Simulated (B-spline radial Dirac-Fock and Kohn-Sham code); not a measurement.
X-ray form factors of tantalum in several charge states

Calculated with an atomic code on a B-spline grid, using Dirac-Fock orbitals of the configuration average with a finite nucleus.

Configurations: Ta⁵⁹⁺ [Ne] 3s2 3p2; Ta⁶¹⁺ [Ne] 3s2; Ta⁶²⁺ [Ne] 3s1; Ta⁶³⁺ [He] 2s2 2p6. The first column is f₀ of Ta⁵⁹⁺, the others are differences from it.

```
s (Å⁻¹)   Ta⁵⁹⁺  Δ Ta⁶¹⁺  Δ Ta⁶²⁺  Δ Ta⁶³⁺
      0  14.000   -2.000   -3.000   -4.000
   0.05  13.996   -1.999   -2.998   -3.997
    0.1  13.985   -1.994   -2.991   -3.988
   0.15  13.965   -1.987   -2.980   -3.974
    0.2  13.939   -1.977   -2.965   -3.953
   0.25  13.904   -1.964   -2.945   -3.927
    0.3  13.863   -1.948   -2.922   -3.896
   0.35  13.814   -1.929   -2.894   -3.859
    0.4  13.758   -1.908   -2.862   -3.816
   0.45  13.695   -1.884   -2.826   -3.769
    0.5  13.625   -1.858   -2.786   -3.716
    0.6  13.466   -1.798   -2.697   -3.597
    0.7  13.283   -1.730   -2.594   -3.461
    0.8  13.078   -1.654   -2.480   -3.309
    0.9  12.853   -1.572   -2.357   -3.144
      1  12.611   -1.485   -2.225   -2.968
    1.1  12.354   -1.393   -2.086   -2.784
    1.2  12.085   -1.298   -1.944   -2.594
    1.4  11.521   -1.105   -1.652   -2.204
    1.6  10.938   -0.913   -1.362   -1.817
```
